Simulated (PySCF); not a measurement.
**Cobalt: a sound run and one with changed settings**

Sound run: Co²⁺ [Ar] 3d7, Co³⁺ [Ar] 3d6. All numbers are calculated (PySCF 2.14, scalar relativity by spin-free X2C-1e, in Sapporo-DKH3-DZP-2012). In the sound run the correlated levels freeze [Ar]. The sound run starts from symmetry-adapted Hartree-Fock orbitals and uses a fine grid where one is needed.

Changed run: all electrons correlated in a basis built for the valence shell.

```
species  method  sound run (hartree)  changed run (hartree)  converged
   Co²⁺     MP2          -1391.15961            -1391.40855        yes
   Co³⁺     MP2          -1389.95355            -1390.18550        yes
```

Ionisation energy of Co²⁺:

```csv
method,sound run (eV),changed run (eV)
UHF,31.198,31.198
MP2,32.819,33.281
SCS-MP2,32.811,33.161
```

A valence basis has no tight correlating functions, so it recovers only part of the core correlation, and not evenly between atom and ion.

For comparison, NIST gives 33.5 ± 0.06 eV between the lowest levels.
